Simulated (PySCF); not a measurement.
Energy of Te (tellurium, neutral) between two integer charges

The 5p beta orbital of [Kr] 4d10 5s2 5p4 is emptied in steps (occupation f), with all orbitals relaxed, ending at [Kr] 4d10 5s2 5p3. Calculation: PySCF 2.14, in def2-TZVP with the def2 core potential (28 electrons) (6s5p3d2f, 50 functions); a scalar-relativistic core potential. The exact energy is a straight line in f; departures are measured from the line between the end points of the same method.

```json
{"f": "1", "UHF (eV)": "0.000", "LDA (eV)": "0.000", "PBE (eV)": "0.000", "PBE0 (eV)": "0.000", "r2SCAN (eV)": "0.000", "LC-wPBE (eV)": "0.000", "BHandHLYP (eV)": "0.000", "TPSS (eV)": "0.000", "B3LYP (eV)": "0.000"}
{"f": "0.8", "UHF (eV)": "0.113", "LDA (eV)": "-0.582", "PBE (eV)": "-0.559", "PBE0 (eV)": "-0.394", "r2SCAN (eV)": "-0.518", "LC-wPBE (eV)": "0.009", "BHandHLYP (eV)": "-0.254", "TPSS (eV)": "-0.544", "B3LYP (eV)": "-0.449"}
{"f": "0.6", "UHF (eV)": "0.164", "LDA (eV)": "-0.877", "PBE (eV)": "-0.840", "PBE0 (eV)": "-0.591", "r2SCAN (eV)": "-0.769", "LC-wPBE (eV)": "0.015", "BHandHLYP (eV)": "-0.385", "TPSS (eV)": "-0.816", "B3LYP (eV)": "-0.678"}
{"f": "0.4", "UHF (eV)": "0.159", "LDA (eV)": "-0.880", "PBE (eV)": "-0.841", "PBE0 (eV)": "-0.590", "r2SCAN (eV)": "-0.755", "LC-wPBE (eV)": "0.017", "BHandHLYP (eV)": "-0.390", "TPSS (eV)": "-0.815", "B3LYP (eV)": "-0.681"}
{"f": "0.2", "UHF (eV)": "0.103", "LDA (eV)": "-0.589", "PBE (eV)": "-0.561", "PBE0 (eV)": "-0.393", "r2SCAN (eV)": "-0.486", "LC-wPBE (eV)": "0.014", "BHandHLYP (eV)": "-0.264", "TPSS (eV)": "-0.543", "B3LYP (eV)": "-0.456"}
{"f": "0", "UHF (eV)": "0.000", "LDA (eV)": "0.000", "PBE (eV)": "0.000", "PBE0 (eV)": "0.000", "r2SCAN (eV)": "0.000", "LC-wPBE (eV)": "0.000", "BHandHLYP (eV)": "0.000", "TPSS (eV)": "0.000", "B3LYP (eV)": "0.000"}
```

Problem. For B3LYP, how does the orbital energy at f = 1 compare with the removal energy?

Solution. −ε = 6.096 eV against a total-energy difference of 8.889 eV. By Janak's theorem ε = ∂E/∂f, so the gap between them reflects the curvature. Along the path −ε is 7.192 (f = 0.8), 8.307 (f = 0.6), 9.439 (f = 0.4), 10.589 (f = 0.2) eV.

```json
{"method": "UHF", "E(f=0) − E(f=1) (eV)": "7.727", "−ε at f=1 (eV)": "8.462", "−ε at f=0.4 (eV)": "7.569"}
{"method": "LDA", "E(f=0) − E(f=1) (eV)": "8.988", "−ε at f=1 (eV)": "5.374", "−ε at f=0.4 (eV)": "9.705"}
{"method": "PBE", "E(f=0) − E(f=1) (eV)": "8.718", "−ε at f=1 (eV)": "5.234", "−ε at f=0.4 (eV)": "9.416"}
{"method": "PBE0", "E(f=0) − E(f=1) (eV)": "8.721", "−ε at f=1 (eV)": "6.258", "−ε at f=0.4 (eV)": "9.219"}
{"method": "r2SCAN", "E(f=0) − E(f=1) (eV)": "8.730", "−ε at f=1 (eV)": "5.473", "−ε at f=0.4 (eV)": "9.450"}
{"method": "LC-wPBE", "E(f=0) − E(f=1) (eV)": "8.796", "−ε at f=1 (eV)": "8.849", "−ε at f=0.4 (eV)": "8.795"}
{"method": "BHandHLYP", "E(f=0) − E(f=1) (eV)": "8.737", "−ε at f=1 (eV)": "7.167", "−ε at f=0.4 (eV)": "9.036"}
{"method": "TPSS", "E(f=0) − E(f=1) (eV)": "8.716", "−ε at f=1 (eV)": "5.323", "−ε at f=0.4 (eV)": "9.401"}
{"method": "B3LYP", "E(f=0) − E(f=1) (eV)": "8.889", "−ε at f=1 (eV)": "6.096", "−ε at f=0.4 (eV)": "9.439"}
```

Reference removal energy between the ground levels: 9.010 eV (measured; NIST Atomic Spectra Database, ionization energies). The calculation has no spin-orbit coupling. UHF lacks correlation.
